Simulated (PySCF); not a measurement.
This PySCF input asks for the NMR shieldings of `C(C)C1=CC=C([S-])O1`, [C6H7OS]-; the geometry comes from GFN2-xTB.

```python
import basis_set_exchange as bse
import numpy as np
from pyscf import gto, dft
from pyscf.prop import nmr

atoms = """
C    -2.135253   -0.112349    0.659307
C    -1.267932   -0.498254   -0.544504
C     0.163528   -0.126920   -0.345448
C     0.886759    0.965528   -0.720692
C     2.195873    0.787079   -0.227655
C     2.205682   -0.423869    0.438813
S     3.448953   -1.225373    1.247747
O     0.957764   -0.982250    0.367662
H    -1.758944   -0.601520    1.554683
H    -3.172538   -0.411557    0.503794
H    -2.099959    0.964270    0.816222
H    -1.643438    0.005766   -1.440165
H    -1.337288   -1.579176   -0.698425
H     0.517779    1.800408   -1.292046
H     3.034600    1.446209   -0.341205
"""
names = dict.fromkeys(["C", "S", "O", "H"], "pcSseg-1")
basis = {el: gto.basis.parse(bse.get_basis(n, elements=[el], fmt="nwchem")) for el, n in names.items()}
mol = gto.M(atom=atoms, basis=basis, charge=-1, verbose=0)
mf = dft.RKS(mol, xc="PBE0")
mf.grids.level = 2
mf.grids.alignment = dft.numint.BLKSIZE   # the property module wants whole blocks of grid points
mf.conv_tol = 1e-9
mf.kernel()

calc = nmr.RKS(mf)   # GIAO
C = mf.mo_coeff
Co = C[:, mf.mo_occ > 0]
resp = mf.gen_response(singlet=True, hermi=2)
def vind(x):   # induced exchange potential for any number of trial vectors
    d = np.einsum("pi,xij,qj->xpq", C, 2 * x.reshape(-1, C.shape[1], Co.shape[1]), Co, optimize=True)
    return np.einsum("xpq,pi,qj->xij", resp(d - d.transpose(0, 2, 1)), C, Co, optimize=True).ravel()
mo1, _ = nmr.rhf.solve_mo1(calc, with_cphf=vind)
sigma = calc.kernel(mo1)
for i, s in enumerate(sigma):   # ppm
    w = np.linalg.eigvalsh((s + s.T) / 2)
    print("%2d %-2s iso %8.1f  s11 %8.1f  s22 %8.1f  s33 %8.1f" % (i, mol.atom_pure_symbol(i), w.mean(), *w))
```

Q: What are the results?

A: 
```
 0 C  iso    165.8  s11    149.0  s22    162.2  s33    186.3
 1 C  iso    158.5  s11    148.3  s22    154.4  s33    172.9
 2 C  iso     42.0  s11    -15.7  s22     45.7  s33     95.8
 3 C  iso     74.7  s11    -10.3  s22     82.6  s33    151.9
 4 C  iso     82.4  s11      7.3  s22    105.9  s33    134.2
 5 C  iso      0.9  s11    -92.6  s22     26.5  s33     68.8
 6 S  iso    573.5  s11    366.1  s22    635.9  s33    718.7
 7 O  iso     13.2  s11   -126.1  s22    -28.6  s33    194.2
 8 H  iso     30.4  s11     26.1  s22     30.2  s33     34.9
 9 H  iso     31.0  s11     27.0  s22     27.9  s33     38.2
10 H  iso     31.1  s11     27.5  s22     30.0  s33     35.9
11 H  iso     29.6  s11     24.8  s22     29.4  s33     34.8
12 H  iso     29.2  s11     24.9  s22     28.7  s33     34.0
13 H  iso     26.1  s11     24.6  s22     25.8  s33     27.9
14 H  iso     26.4  s11     23.6  s22     27.0  s33     28.7
```

These numbers come from an equivalent density-fitted implementation of the same equations, which agrees with the script to about 0.01 ppm for H and up to a few tenths of a ppm for heavy atoms, so last digits may differ.

Q: Turn these shieldings into chemical shifts. Scale: ¹³C (σ = 186.93 ppm), ¹H (σ = 31.72 ppm) vs TMS; ³³S (σ = 503.73 ppm) vs CS2; ¹⁷O (σ = 336.08 ppm) against H2O (reference shieldings calculated alike).

A: Averaging equivalent atoms: C 5: 186.0; C 2: 145.0; C 3: 112.2; C 4: 104.5; C 1: 28.4; C 0: 21.1; S 6: -70; O 7: 322.9; H 13: 5.62; H 14: 5.29; H 11/12: 2.29; H 8/9/10: 0.86 ppm. Unscaled 17O shifts of doubly bonded oxygen tend to come out too high, by tens of ppm or more. Experimental scales use liquid or dissolved standards, which lie at an offset from isolated H2O (liquid H2O: subtract about 36 ppm).

Size and cost of the density-fitted run: 178 basis functions, 30 s wall time on 1 thread of an Arm Neoverse V1, shared host.
